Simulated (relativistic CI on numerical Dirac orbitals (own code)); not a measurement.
Calculated at this level of theory: Dirac-Coulomb-Breit CI, separate exchange-only KLI orbitals for each configuration, model QED (radiative potential, 1s self-energy scaled to tabulated hydrogen-like ionisation energies), unscaled Slater integrals (own radial code, finite nucleus).

The strongest absorption lines from the ground level of an ion, among the configurations computed and to levels below about 136 eV (vacuum wavelength in nm, gf): 10.156 (0.53), 10.301 (0.35), 17.843 (0.83), 18.328 (0.84), 18.439 (1.4), 18.778 (2.5), 18.779 (1.1), 18.924 (5).

Which ion is it?
A. Rh XV
B. Tc XI
C. In XVII
D. Rh XIII

D. Rh XIII has 33 electrons and the ground level 4s²4p³ ⁴S°3/2; the strongest line goes to 4s²4p²4d ⁴P5/2. The pattern of lines fixes the number of electrons, and along that sequence the line energies rise steadily with the charge (about as its square where n changes within one kind of shell, about linearly where n is kept but much faster in heavy ions where fine structure, which grows about as Z⁴, sets the gap, and irregularly where shells cross), which fixes Z. Configurations outside the model, such as inner-shell arrays, can give stronger lines. At this charge energies of transitions that change n are usually good to better than 1 %, and those within a shell (Δn = 0) to a few per cent.

LS names give the leading component of a level, which can be under half, so a name can repeat, a term be missing and a line seem to break the LS rules.
